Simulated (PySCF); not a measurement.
# (HBe-mu3-OH)4 cubane: computed shieldings and shifts

(HBe-mu3-OH)4 cubane, Be4H8O4, point group Td.

Geometry:
| atom | x (Å) | y (Å) | z (Å) |
| --- | --- | --- | --- |
| Be1 | -1.239 | 0.843 | 0.319 |
| H2 | -2.331 | 1.589 | 0.594 |
| O3 | 0.255 | 1.406 | -0.366 |
| Be4 | 0.307 | 0.084 | -1.493 |
| H5 | 0.583 | 0.161 | -2.813 |
| O6 | -1.156 | -0.512 | -0.767 |
| Be7 | -0.268 | -1.460 | 0.386 |
| H8 | -0.505 | -2.745 | 0.730 |
| O9 | -0.302 | -0.084 | 1.450 |
| Be10 | 1.190 | 0.525 | 0.804 |
| H11 | 2.250 | 0.988 | 1.503 |
| O12 | 1.192 | -0.819 | -0.299 |
| H13 | 0.422 | 2.324 | -0.606 |
| H14 | -1.906 | -0.843 | -1.273 |
| H15 | -0.498 | -0.140 | 2.391 |
| H16 | 1.971 | -1.351 | -0.494 |

GIAO calculations in PySCF 2.14.0 with density-fitted response routines on the PBE0-D3(BJ)/def2-SVP structure: isolated species, non-relativistic, equivalent atoms averaged; basis pcSseg-1.

Q: Give the isotropic shieldings (ppm) with KT2, PBE0.

A: 
```
             atoms                           environment    KT2   PBE0
      O3/O6/O9/O12              oxygen bonded to 3 Be, H  269.3  285.0
  Be1/Be4/Be7/Be10                   Be bonded to 3 O, H    102    104
      H2/H5/H8/H11        hydrogen on a Be bonded to 3 O  27.70  27.84
   H13/H14/H15/H16  hydrogen on an oxygen bonded to 3 Be  28.05  28.17
HOMO–LUMO gap (eV)                                     –   6.10   8.46
```

Q: And the chemical shifts, against references computed in the same way?

A: 
```csv
atoms,"nucleus, reference",KT2,PBE0
O3/O6/O9/O12,"17O, H2O",61.3,49.5
H2/H5/H8/H11,"1H, TMS",3.48,3.42
H13/H14/H15/H16,"1H, TMS",3.13,3.09
```

Q: Which part of the shielding of O3/O6/O9/O12 depends on the functional?

A: Diamagnetic: KT2 399, PBE0 405 ppm; paramagnetic: KT2 -130, PBE0 -120 ppm.

Q: What couplings does B3LYP/pcJ-1 (without the spin–dipole term) give?

A: 1J(O3,H13) = -111.5, 2J(H2,O3) = -4.3, 3J(O3,H14) = -3.6 Hz (averaged over equivalent pairs; isotopes 17O, 1H).

Experimental scales use liquid or dissolved standards, which lie at an offset from isolated H2O (liquid H2O: subtract about 36 ppm).
